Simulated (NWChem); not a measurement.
System: BH2S2F; SMILES FB(S)S

Here is an NWChem input.

```
start job
memory heap 200 mb stack 900 mb global 1100 mb
geometry units angstroms noautoz
  B      0.000000     0.000000    -0.368708
  F      0.000000     0.000000    -1.695823
  S      1.630443     0.000000     0.420044
  H      1.204542     0.000000     1.698672
  S     -1.630443     0.000000     0.420044
  H     -1.204542     0.000000     1.698672
end
basis spherical
  * library def2-svp
end
dft
  xc revpbe cpbe96
  iterations 150
  mulliken
end
task dft energy
```

All runs use the structure optimised with PBE0/def2-SVP.

Task: Predict the main results of this run. (revPBE/def2-SVP.) Quantities: energy (Ha); highest occupied level (eV); orbital gap (eV); dipole (D).

Result: 
```
Quantity                       Value
---------------------------  -------
energy (Ha)                  -921.86
highest occupied level (eV)    -6.38
orbital gap (eV)                5.28
dipole (D)                      2.24
```
